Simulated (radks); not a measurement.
Values are calculated unless marked as measured or tabulated.
Task: Radial electron density D(r) = 4 pi r^2 rho(r) of an atom or ion with 63 electrons. Level of theory: scalar-relativistic Kohn-Sham, BLYP, spin-polarised, spherical densities, finite nucleus; Fermi nuclear charge, rms radius of each element as measured or else 0.836 A^(1/3) + 0.57 fm (a radial shooting solver on a logarithmic mesh with Libxc functionals).

r (bohr)  D(r) (e/bohr)   spin D(r)
0.002653          20.81     0.00472
0.00351           30.34     0.00675
0.004644          42.63     0.00919
0.006096          56.67      0.0116
0.008066          71.47      0.0135
0.01067           83.34      0.0134
0.01412           88.48      0.0103
0.01853           85.69     0.00475
0.02452           79.41    0.000453
0.03245           80.36     0.00487
0.04293           95.71      0.0210
0.05635           114.4      0.0344
0.07456           114.7      0.0219
0.09865           95.48    -0.00180
0.1305            90.51      0.0255
0.1713            104.0      0.0696
0.2267            90.35      0.0183
0.2999            53.47     0.00726
0.3937            48.06       0.125
0.5209            54.65      0.0479
0.6893            37.54      0.0110
0.912             18.95       0.388
1.197             11.76       0.577
1.584             6.887       0.318
2.096             2.483      0.0674
2.773            0.4643     0.00303
3.64            0.04314   -0.000415
4.816          0.001471  -0.0000303

What is the nuclear charge?

Result: Z = 66. The innermost maximum, from 1s, lies near gamma/Z bohr with gamma = sqrt(1 - (Z/c)^2) = 0.876, here 0.0133 bohr (found: 0.0146), and its height grows with Z. The density is that of the dysprosium ion Dy3+ in [Kr] 4d10 4f(up 5, down 5) 5p6 5s(up 0.75, down 0.25); the configuration itself is not fixed sharply by these data, and Z only to a few units. D(r) has 4 maxima, at r = 0.0146, 0.0651, 0.181, 0.497 bohr, and minima at 0.0279, 0.119, 0.355 bohr, inside which lie 1.93, 11.10, 29.52 electrons.
